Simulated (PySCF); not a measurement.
CH₅AlOSe.

```xyz
9

Al    -0.8122     0.4977     0.2217
C     -2.5414    -0.3637     0.0661
H     -2.4723    -1.3935    -0.3158
H     -3.1963     0.2096    -0.6103
H     -3.0422    -0.3968     1.0476
O     -0.7474     2.1157     0.7480
H      0.0213     2.6716     0.8761
Se     1.1314    -0.6698    -0.3021
H      2.0072     0.4702     0.0112
```
Charge 0, spin multiplicity 1.

Geometry: PBE0-D3(BJ)/def2-SVP. The structure was generated by enumeration; whether it is a known compound was not checked. One conformer was computed; it need not be the lowest.

These are PBE/pcSseg-1 run with PySCF values and carry that method's errors. Non-relativistic, no solvent.

Computed absolute GIAO shielding of each atom: isotropic value and principal components (ppm):
```tsv
atom	σ(iso)	σ11	σ22	σ33	span
Al1	347.5	290.6	333.4	418.7	128.1
C2	192.7	186.3	193.3	198.5	12.3
H3	31.6	26.8	30.1	37.8	11.0
H4	31.3	26.8	28.2	38.9	12.1
H5	31.3	26.8	28.2	38.8	12.0
O6	252.4	188.3	268.4	300.7	112.3
H7	28.8	22.3	23.9	40.2	18.0
Se8	2108.1	1875.1	2037.4	2411.9	536.8
H9	31.1	22.1	26.2	44.9	22.8
```
